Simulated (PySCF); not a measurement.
## $^{17}$O chemical shifts

Method: shieldings: GIAO PBE0/pcSseg-1, geometry: GFN2-xTB, in PySCF 2.14.0 with density-fitted response routines (gas phase, non-relativistic, averaged over atoms made equivalent by symmetry, fast rotation or ring inversion, one conformer).

Shieldings were converted by a linear fit to measured shifts: $^{17}$O: δ = 266.70 − 0.911σ (rms 10.7 ppm, 155 shifts, 12.2 ppm with the 3 outliers that the fit left out vs liquid water, solution or neat liquid). Occasional misses reach two or three times the rms, and more in compound classes unlike the fitted ones.

**Question.** Give the $^{17}$O shifts of `NC(=O)C(=O)C1CC1`, `C=C(/C=N/C)C(=O)O`, `O=C(CC(Cl)(Cl)Cl)O[SiH3]`, `CO[C@@H](CC(C)C)C(=O)Cl`, `O=CN[C@@H]1C=C[C@H]1F`.

**Answer.** 
```
                                                               compound                     environment  δ (ppm)
                [NH2:1][C:2](=[O:3])[C:4](=[O:5])[CH:6]1[CH2:7][CH2:8]1               O5: ketone oxygen    482.7
                [NH2:1][C:2](=[O:3])[C:4](=[O:5])[CH:6]1[CH2:7][CH2:8]1  O3: amide-type carbonyl oxygen    311.5
                [CH2:1]=[C:2](/[CH:3]=[N:4]/[CH3:5])[C:6](=[O:7])[OH:8]             O7: carbonyl oxygen    344.2
                [CH2:1]=[C:2](/[CH:3]=[N:4]/[CH3:5])[C:6](=[O:7])[OH:8]        O8: acid hydroxyl oxygen    141.6
           [O:1]=[C:2]([CH2:3][C:4]([Cl:5])([Cl:6])[Cl:7])[O:8][SiH3:9]             O1: carbonyl oxygen    381.6
           [O:1]=[C:2]([CH2:3][C:4]([Cl:5])([Cl:6])[Cl:7])[O:8][SiH3:9]      O8: oxygen bonded to C, Si    135.7
[CH3:1][O:2][C@@H:3]([CH2:4][CH:5]([CH3:6])[CH3:7])[C:8](=[O:9])[Cl:10]             O9: carbonyl oxygen    493.0
[CH3:1][O:2][C@@H:3]([CH2:4][CH:5]([CH3:6])[CH3:7])[C:8](=[O:9])[Cl:10]                O2: ether oxygen      8.9
                                                  O=CN[C@@H]1C=C[C@H]1F      amide-type carbonyl oxygen    346.4
```

In solution the two oxygens of a carboxylic acid give one averaged line by proton exchange, and hydrogen bonding shields acid and N–H amide carbonyl oxygens by tens of ppm; neither is in these numbers.
